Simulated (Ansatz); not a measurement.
Cd₁₀Te₁₀H₂₈. Total charge 0; singlet. Geometry PBE-D4/def2-SVP, loosely relaxed; atoms count from 1.

```xyz
48

Cd   -2.580   -3.613   -2.317
Cd   -1.663   -0.593    4.355
Cd    1.425    0.976    4.042
Cd    1.505   -1.053   -4.365
Cd    5.281    1.545    1.797
Cd    0.076   -1.330    0.717
Cd   -3.204    0.378   -2.000
Cd   -1.018    4.354    0.031
Cd    0.699    2.382   -1.761
Cd    3.360    4.186    1.210
Te   -1.413   -2.905    2.490
Te    0.078   -2.374   -2.016
Te   -4.017   -2.002   -0.500
Te    2.604   -0.310    1.523
Te   -3.494    1.262    2.690
Te    0.811    3.465    2.290
Te    3.966   -1.023   -2.494
Te    0.239    1.509   -4.417
Te    3.475    2.252   -1.140
Te   -1.248    1.053   -0.120
H    -2.821   -4.911   -3.385
H    -1.744   -5.683   -0.465
H    -4.843   -2.261    3.760
H    -2.337   -0.855    5.901
H     2.592    1.355    5.216
H    -0.207    0.311    3.614
H     1.821   -2.175   -5.619
H     6.431    0.397    1.372
H    -3.900    0.945   -3.444
H    -2.708   -1.247   -4.782
H    -2.478    5.024    0.560
H     0.207    4.186   -1.331
H     4.372    2.900    2.418
H     4.107    5.685    0.883
H     0.006   -3.378    3.268
H    -1.660   -5.174    0.110
H     0.887   -3.853   -2.070
H    -5.056   -2.404    3.034
H    -5.489   -2.328   -1.252
H     3.247   -1.697    2.221
H    -4.764    0.967    3.778
H    -4.080    0.020    1.712
H     0.827    4.753    3.373
H     4.349   -2.503   -3.243
H     4.994   -0.252   -3.582
H     1.640    2.213   -5.030
H    -2.102   -1.720   -4.843
H     3.827    3.526   -2.189
```

In the def2 sets Cd, Te take a core potential; there is no spin–orbit coupling. Single mean-field runs in def2-TZVP are fitted with def2-universal-jkfit. The geometry of the charge 0 singlet is only loosely relaxed. In the singlet geometry the species has come apart into loosely held pieces. In the singlet, H23 and H38 lie 0.77 Å apart, H30 and H47 lie 0.77 Å apart, H22 and H36 lie 0.77 Å apart (atoms count from 1), so H2 has formed as a molecule.

(1) Estimate the Mulliken populations of the heavy atoms from the PBE0/def2-TZVP orbitals of Ansatz.

(2) And the Mayer bond orders between heavy atoms (over 0.3)?

Answers

(1) 
| atom | charge (e) | d electrons |
| --- | --- | --- |
| Cd1 | 0.42 | 9.98 |
| Cd2 | 0.34 | 9.97 |
| Cd3 | 0.39 | 9.97 |
| Cd4 | 0.40 | 9.98 |
| Cd5 | 0.41 | 9.95 |
| Cd6 | 0.64 | 10.02 |
| Cd7 | 0.42 | 9.97 |
| Cd8 | 0.43 | 9.97 |
| Cd9 | 0.50 | 10.01 |
| Cd10 | 0.38 | 9.98 |
| Te11 | -0.35 | – |
| Te12 | -0.49 | – |
| Te13 | -0.40 | – |
| Te14 | -0.52 | – |
| Te15 | -0.07 | – |
| Te16 | -0.45 | – |
| Te17 | -0.05 | – |
| Te18 | -0.30 | – |
| Te19 | -0.47 | – |
| Te20 | -0.84 | – |
Mulliken values depend strongly on the basis.

(2) Cd1–Te12 0.41 (2.95 Å); Cd1–Te13 0.61 (2.82 Å); Cd2–Te11 0.44 (2.98 Å); Cd2–Te15 0.33 (3.09 Å); Cd3–Te14 0.32 (3.06 Å); Cd4–Te17 0.34 (3.09 Å); Cd4–Te18 0.61 (2.86 Å); Cd6–Te11 0.67 (2.80 Å); Cd6–Te12 0.38 (2.93 Å); Cd6–Te14 0.50 (2.84 Å); Cd6–Te20 0.49 (2.85 Å); Cd7–Te13 0.47 (2.93 Å); Cd7–Te20 0.61 (2.80 Å); Cd8–Te16 0.34 (3.04 Å); Cd9–Te18 0.60 (2.83 Å); Cd9–Te19 0.57 (2.85 Å); Cd9–Te20 0.49 (2.87 Å); Cd10–Te16 0.53 (2.86 Å); Cd10–Te19 0.34 (3.05 Å).
